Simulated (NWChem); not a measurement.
Species: CH3FN2Zn; SMILES [F][Zn]1[NH]C=[NH]->1

```xyz
8

Zn     0.0012    -0.4990     0.0000
F     -0.0020    -2.2439     0.0000
C     -0.0015     1.8908     0.0000
N     -0.0005     1.1686    -1.1096
N     -0.0005     1.1686     1.1096
H     -0.0033     2.9858     0.0000
H     -0.0009     1.6482    -1.9996
H     -0.0009     1.6482     1.9996
```
Atoms are numbered in this order, from 1.

Level: B3LYP/6-31G* (spherical d) (NWChem), optimised geometry, unscaled harmonic frequencies. 

List the harmonic frequencies with IR intensities, and the thermochemistry.


```json
[
 {"frequency (cm⁻¹)": "77", "IR intensity (km/mol)": "1.2"},
 {"frequency (cm⁻¹)": "95", "IR intensity (km/mol)": "17.3"},
 {"frequency (cm⁻¹)": "278", "IR intensity (km/mol)": "8.5"},
 {"frequency (cm⁻¹)": "281", "IR intensity (km/mol)": "147.4"},
 {"frequency (cm⁻¹)": "361", "IR intensity (km/mol)": "0.0"},
 {"frequency (cm⁻¹)": "394", "IR intensity (km/mol)": "9.5"},
 {"frequency (cm⁻¹)": "690", "IR intensity (km/mol)": "76.6"},
 {"frequency (cm⁻¹)": "713", "IR intensity (km/mol)": "126.7"},
 {"frequency (cm⁻¹)": "792", "IR intensity (km/mol)": "0.8"},
 {"frequency (cm⁻¹)": "1023", "IR intensity (km/mol)": "0.7"},
 {"frequency (cm⁻¹)": "1132", "IR intensity (km/mol)": "57.1"},
 {"frequency (cm⁻¹)": "1175", "IR intensity (km/mol)": "7.7"},
 {"frequency (cm⁻¹)": "1288", "IR intensity (km/mol)": "181.5"},
 {"frequency (cm⁻¹)": "1448", "IR intensity (km/mol)": "47.4"},
 {"frequency (cm⁻¹)": "1620", "IR intensity (km/mol)": "251.0"},
 {"frequency (cm⁻¹)": "3119", "IR intensity (km/mol)": "45.4"},
 {"frequency (cm⁻¹)": "3621", "IR intensity (km/mol)": "44.1"},
 {"frequency (cm⁻¹)": "3624", "IR intensity (km/mol)": "1.6"}
]
```

- zero-point energy: 31.1 kcal/mol
- thermal correction to the enthalpy at 298.15 K (with zero-point energy): 35.6 kcal/mol
- heat capacity Cv: 19.8 cal/(mol K)
- entropy at 298.15 K and 1 atm (symmetry number 2): 78.9 cal/(mol K)
- dipole moment: 4.82 D

Rigid rotor and harmonic oscillator; modes under 100 cm⁻¹ make the entropy uncertain.
